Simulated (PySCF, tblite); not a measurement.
Isomers of C5H12N2Si, one GFN2-xTB conformer each. Single-point energies are computed at PBE0/pcSseg-1 (PySCF, gas phase, no added dispersion term), electronic only.

**Question.** Rank them by PBE0/pcSseg-1 energy, lowest first (kJ/mol).
A. `[CH3:1][N:2]([SiH3:3])/[N:4]=[CH:5]\[CH:6]1[CH2:7][CH2:8]1` with C1–N2–N4–C5 164°, N4–C5–C6–C7 128°
B. `[CH3:1][CH2:2][CH2:3][NH:4][CH2:5][SiH2:6][C:7]#[N:8]` with C1–C2–C3–N4 175°, C2–C3–N4–C5 68°, C3–N4–C5–Si6 171°, N4–C5–Si6–C7 64°
C. `[CH3:1]/[C:2](=[N:3]\[NH:4][SiH3:5])[CH:6]1[CH2:7][CH2:8]1` with C2–N3–N4–Si5 -170°, C1–C2–C6–C7 147°
D. `[SiH3:1][NH:2][N:3]=[C:4]1[CH2:5][CH2:6][CH2:7][CH2:8]1` with Si1–N2–N3–C4 173°, N3–C4–C5–C6 -174°, C4–C5–C6–C7 -29°, C5–C6–C7–C8 39°, C6–C7–C8–C4 -34°
E. `[CH2:1]=[CH:2][N:3]1[CH2:4][CH2:5][CH2:6][N:7]1[SiH3:8]` with C1–C2–N3–C4 30°, C2–N3–C4–C5 133°, N3–C4–C5–C6 -17°, C4–C5–C6–N7 34°, C5–C6–N7–Si8 97°
F. `[H]/[N:1]=[CH:2]\[C@@H:3]1[CH2:4][CH2:5][N:6]([SiH3:7])[CH2:8]1` with N1–C2–C3–C4 -124°, C2–C3–C4–C5 -101°, C3–C4–C5–N6 -36°, C4–C5–N6–Si7 -158°, C5–N6–C8–C3 -30°

**Answer.** B (0.0), F (1.6), D (3.1), C (92.4), E (101.3), A (154.3).

As drawn, the lowest has a C≡N group, an N–H bond and an Si–C bond, which the highest lacks; the highest has a three-membered ring, a C=N bond and an N–N linkage, which the lowest lacks. Neighbours under 10 kJ/mol apart (CCCNC[SiH2]C#N and [H]/N=C\[C@@H]1CCN([SiH3])C1; [H]/N=C\[C@@H]1CCN([SiH3])C1 and [SiH3]NN=C1CCCC1; C/C(=N\N[SiH3])C1CC1 and C=CN1CCCN1[SiH3]) can change places with a better method, another conformer or zero-point energy. GFN2-xTB itself gives, in the same order: 194.8, 12.0, 0.0, 96.4, 56.4, 114.2. GFN2-xTB puts [SiH3]NN=C1CCCC1 lowest instead; measured from each level's own lowest isomer, the values differ by up to 194.8 kJ/mol (CCCNC[SiH2]C#N: 194.8 against 0.0).

**Question.** Which frontier levels, dipoles and rotational constants go with these structures?

**Answer.** 
| SMILES | HOMO (eV, PBE0/pcSseg-1) | LUMO (eV) | dipole (D) | A, B, C (MHz) |
| --- | --- | --- | --- | --- |
| CCCNC[SiH2]C#N | -6.60 | -0.35 | 3.80 | 3342, 654.8, 586.1 |
| [H]/N=C\[C@@H]1CCN([SiH3])C1 | -6.52 | 0.09 | 1.96 | 4433, 877.1, 788.7 |
| [SiH3]NN=C1CCCC1 | -6.14 | 0.39 | 2.07 | 5637, 729.7, 666.3 |
| C/C(=N\N[SiH3])C1CC1 | -5.94 | 0.35 | 1.96 | 2841, 924.2, 747.8 |
| C=CN1CCCN1[SiH3] | -5.53 | 0.53 | 2.08 | 2408, 1434, 1048 |
| CN([SiH3])/N=C\C1CC1 | -5.88 | 0.35 | 1.31 | 3230, 984.4, 809.2 |

**Question.** What happens when harmonic zero-point energies from GFN2-xTB frequencies are added?

**Answer.** 
```
                      SMILES  ZPE (kJ/mol)  electronic (kJ/mol)  with ZPE (kJ/mol)
              CCCNC[SiH2]C#N         424.4                  0.0                0.0
[H]/N=C\[C@@H]1CCN([SiH3])C1         423.9                  1.6                1.1
            [SiH3]NN=C1CCCC1         423.0                  3.1                1.7
        C/C(=N\N[SiH3])C1CC1         415.8                 92.4               83.8
            C=CN1CCCN1[SiH3]         421.0                101.3               97.8
        CN([SiH3])/N=C\C1CC1         417.9                154.3              147.8
```

The zero-point energies span 8.6 kJ/mol. The order is unchanged.

**Question.** As an exercise, what shares would exp(−E/RT) give at 500 K from these electronic energies alone (no entropy, no degeneracies)?

**Answer.** RT = 4.157 kJ/mol: CCCNC[SiH2]C#N 46.6 %, [H]/N=C\[C@@H]1CCN([SiH3])C1 31.4 %, [SiH3]NN=C1CCCC1 22.0 %, C/C(=N\N[SiH3])C1CC1 under 0.1 %, C=CN1CCCN1[SiH3] under 0.1 %, CN([SiH3])/N=C\C1CC1 under 0.1 %.
